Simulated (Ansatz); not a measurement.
```xyz
18

C     2.0613    0.0000    0.0000
C     1.5790    1.3250    0.0000
C     0.3579    2.0300    0.0000
C    -1.0306    1.7851    0.0000
C    -1.9370    0.7050    0.0000
C    -1.9370   -0.7050    0.0000
C    -1.0306   -1.7851    0.0000
C     0.3579   -2.0300    0.0000
C     1.5790   -1.3250    0.0000
H     3.1463    0.0000    0.0000
H     2.4102    2.0224    0.0000
H     0.5464    3.0985    0.0000
H    -1.5731    2.7248    0.0000
H    -2.9565    1.0761    0.0000
H    -2.9565   -1.0761    0.0000
H    -1.5731   -2.7248    0.0000
H     0.5464   -3.0985    0.0000
H     2.4102   -2.0224    0.0000
```

Basis set: def2-SVP (spherical functions). Charge -1, multiplicity 1.

Computed with Ansatz (development build ahead of 0.2.0); each method stands on the lowest determinant of its kind that the runs found.

Question: Give the vertical detachment energy (product with multiplicity 2 at the same shape, open shells in the same class of orbitals) of singlet C₉H₉(-) by ωB97X (unrestricted), PBE0 (unrestricted), PBE0 (restricted), RHF, UHF.

Answer:

```
              method  detachment energy
ωB97X (unrestricted)            2.32 eV
 PBE0 (unrestricted)            2.36 eV
   PBE0 (restricted)            2.45 eV
                 RHF            1.53 eV
                 UHF            0.64 eV
```

Caution: no diffuse functions for an anion. Caution for RHF: an unrestricted determinant lies well below. Caution for UHF: the unrestricted determinant is a mixture of spin states.
